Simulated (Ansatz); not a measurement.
Cost and result for the atomization energy of `C/N=C\Br` (8 atoms, 7 bonds).

```xyz
8

C    -0.178    0.122   -1.058
N     0.401    0.678    0.129
C     0.371    0.151    1.246
Br   -0.451   -1.549    1.712
H    -0.902    0.835   -1.458
H    -0.667   -0.843   -0.891
H     0.608    0.009   -1.807
H     0.819    0.597    2.127
```

The species carries charge 0 and has multiplicity 1. Correlated methods include outer-core shells of Br, which these sets cover unevenly. Scalar relativity is left out up to krypton. All single points use the PBE0-D4/def2-TZVP geometry. Program: Ansatz. Hardware: A = 2 threads of an AMD EPYC 7R13 on a shared host; B = 2 threads of an AMD EPYC 7R13 on a shared host and a share of an NVIDIA H100 80 GB. Times are those of one run each, without the atoms' runs, and a repeat can differ threefold. Electronic energies, without spin–orbit coupling; frozen cores. CCSD(T)/CBS adds CCSD(T) − MP2 in def2-TZVPP to the MP2 limit, and its time is that of the two runs behind it. T1 = 0.012. With those shells the extrapolation isn't a true limit. B3LYP takes the VWN-RPA correlation (the form of Gaussian; ORCA's B3LYP/G).

CCSD(T)/CBS is a level of theory with its own doubt, some kJ/mol a heavy atom from the limit and from the frozen cores, so smaller differences don't rank the functionals.

```json
{"level": "PBE-D4/def2-TZVPP (with forces) [A]", "functions": "197", "wall time": "2.4 s", "atomization (kcal/mol)": "733.0", "difference from CCSD(T)/CBS": "28.9", "per bond": "4.1"}
{"level": "PBE0-D4/def2-TZVPP [A]", "functions": "197", "wall time": "3 s", "atomization (kcal/mol)": "712.0", "difference from CCSD(T)/CBS": "7.9", "per bond": "1.1"}
{"level": "B3LYP-D4/def2-TZVPP (with forces) [A]", "functions": "197", "wall time": "4.3 s", "atomization (kcal/mol)": "708.1", "difference from CCSD(T)/CBS": "4.0", "per bond": "0.6"}
{"level": "r2SCAN-D4/def2-TZVPP (with forces) [A]", "functions": "197", "wall time": "4.5 s", "atomization (kcal/mol)": "707.8", "difference from CCSD(T)/CBS": "3.7", "per bond": "0.5"}
{"level": "B2PLYP/def2-TZVPP [A]", "functions": "197", "wall time": "6.5 s", "atomization (kcal/mol)": "699.2", "difference from CCSD(T)/CBS": "-4.9", "per bond": "-0.7"}
{"level": "CCSD(T)/def2-TZVPP [B]", "functions": "197", "wall time": "7 s", "atomization (kcal/mol)": "683.4", "difference from CCSD(T)/CBS": "-20.7", "per bond": "-2.9"}
{"level": "ωB97X-V/def2-TZVPP [A]", "functions": "197", "wall time": "7.5 s", "atomization (kcal/mol)": "704.9", "difference from CCSD(T)/CBS": "0.8", "per bond": "0.1"}
{"level": "ωB97M-V/def2-TZVPP (with forces) [A]", "functions": "197", "wall time": "11 s", "atomization (kcal/mol)": "705.2", "difference from CCSD(T)/CBS": "1.1", "per bond": "0.2"}
{"level": "CCSD(T)/def2-QZVPP [B]", "functions": "380", "wall time": "20 s", "atomization (kcal/mol)": "694.9", "difference from CCSD(T)/CBS": "-9.2", "per bond": "-1.3"}
{"level": "CCSD(T)/CBS(def2)", "functions": "–", "wall time": "27 s", "atomization (kcal/mol)": "704.1", "difference from CCSD(T)/CBS": "0.0", "per bond": "0.0"}
```

From PBE to PBE0 (25 % exact exchange), in def2-TZVPP and without D4, the atomization energy moves by −20.5 kcal/mol: exact exchange takes away binding that semilocal exchange gives to molecules. The D4 term adds +5.7 kcal/mol with B3LYP and +3.0 kcal/mol with PBE0; it sums over pairs of atoms, weighted by their polarisabilities, and B3LYP, whose exchange is more repulsive, gets the larger term. In def2-TZVPP, CCSD(T) changes the Hartree–Fock value by +200.6 kcal/mol (the triples alone add +14.6 kcal/mol) and MP2 by +214.9 kcal/mol; breaking electron pairs costs correlation energy, which Hartree–Fock lacks.
